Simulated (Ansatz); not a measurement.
The inner images of a band of Cl3FSi + H2O (8 atoms, charge 0, multiplicity 1) are given out of order.

Method: Ansatz, RKS B3LYP-D4/def2-SVP.

First end point:

```xyz
8
Properties=species:S:1:pos:R:3
Si -0.828 0.427 -0.632
F -0.615 -1.169 -0.522
Cl -2.263 0.694 -2.068
Cl -1.495 1.196 1.125
Cl 0.902 1.303 -1.278
H 0.945 -1.431 1.147
O 1.295 -0.568 1.406
H 2.058 -0.452 0.822
```

Last end point:

```xyz
8
Properties=species:S:1:pos:R:3
Si -0.164 0.793 -0.320
F -0.815 -2.198 0.916
Cl -1.129 0.027 -1.948
Cl -1.494 1.289 1.135
Cl 0.923 2.436 -0.903
H -0.019 -1.712 0.838
O 0.900 -0.311 0.320
H 1.798 -0.323 -0.039
```

Problem. Put them in order from the first end to the last, with their energies above the first end.
A.
```xyz
8
Properties=species:S:1:pos:R:3
Si -0.609 0.292 -0.279
F -1.064 -1.243 0.117
Cl -1.568 0.247 -2.128
Cl -1.592 1.404 1.141
Cl 0.960 1.594 -0.895
H 0.938 -1.487 0.846
O 1.035 -0.522 0.785
H 1.900 -0.285 0.413
```
B.
```xyz
8
Properties=species:S:1:pos:R:3
Si -0.206 0.603 -0.241
F -0.930 -1.699 0.679
Cl -1.149 -0.139 -1.899
Cl -1.508 1.244 1.193
Cl 0.873 2.238 -0.879
H 0.015 -1.580 0.711
O 1.003 -0.390 0.385
H 1.902 -0.276 0.051
```
C.
```xyz
8
Properties=species:S:1:pos:R:3
Si -0.378 0.396 -0.165
F -0.923 -1.305 0.519
Cl -1.171 -0.149 -1.991
Cl -1.596 1.335 1.196
Cl 0.843 2.003 -0.791
H 0.275 -1.353 0.643
O 1.036 -0.491 0.497
H 1.915 -0.435 0.093
```
D.
```xyz
8
Properties=species:S:1:pos:R:3
Si -0.768 0.385 -0.447
F -0.823 -1.213 -0.178
Cl -1.918 0.497 -2.145
Cl -1.621 1.351 1.128
Cl 0.957 1.366 -1.025
H 0.995 -1.478 0.949
O 1.215 -0.557 1.149
H 1.963 -0.350 0.569
```
E.
```xyz
8
Properties=species:S:1:pos:R:3
Si -0.580 0.320 -0.158
F -1.173 -1.111 0.454
Cl -1.210 -0.065 -2.099
Cl -1.722 1.523 1.081
Cl 0.883 1.811 -0.679
H 0.866 -1.528 0.687
O 1.029 -0.581 0.536
H 1.906 -0.368 0.178
```

Solution. D (+0.19 eV), A (+0.52 eV), E (+0.58 eV), C (+1.10 eV), B (+0.45 eV).

Time of the run: 5.7 min on 2 threads of Intel(R) Xeon(R) Platinum 8488C (Sapphire Rapids) (shared host), peak memory 0.29 GiB.
